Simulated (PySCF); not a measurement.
# Radial density of S⁹⁺ (sulfur, charge +9)

M06-L, [He] 2s2 2p3, high-spin 4S determinant. Calculation: PySCF 2.14, in an uncontracted even-tempered set (18 s from 1.1 bohr⁻², ratio 2.2; 11 p from 1.4 bohr⁻², ratio 2.2; 6 d from 7.5 bohr⁻², ratio 2.4; 5 f from 11 bohr⁻², ratio 2.4; 5 g from 17 bohr⁻², ratio 2.4); the non-relativistic Hamiltonian (point nucleus).

```tsv
r (bohr)	4πr²ρ (e/bohr)	4πr²(ρα − ρβ)
0.00150	0.07249	0.0000
0.00252	0.1985	0.0001
0.00425	0.5318	0.0004
0.00714	1.373	0.0011
0.0120	3.329	0.0033
0.0202	7.263	0.0112
0.0340	13.24	0.0525
0.0572	17.99	0.2920
0.0962	15.52	1.2909
0.162	9.462	4.0551
0.272	11.38	7.2940
0.458	9.568	5.1631
0.770	1.631	0.7909
1.29	0.02010	0.0094
```
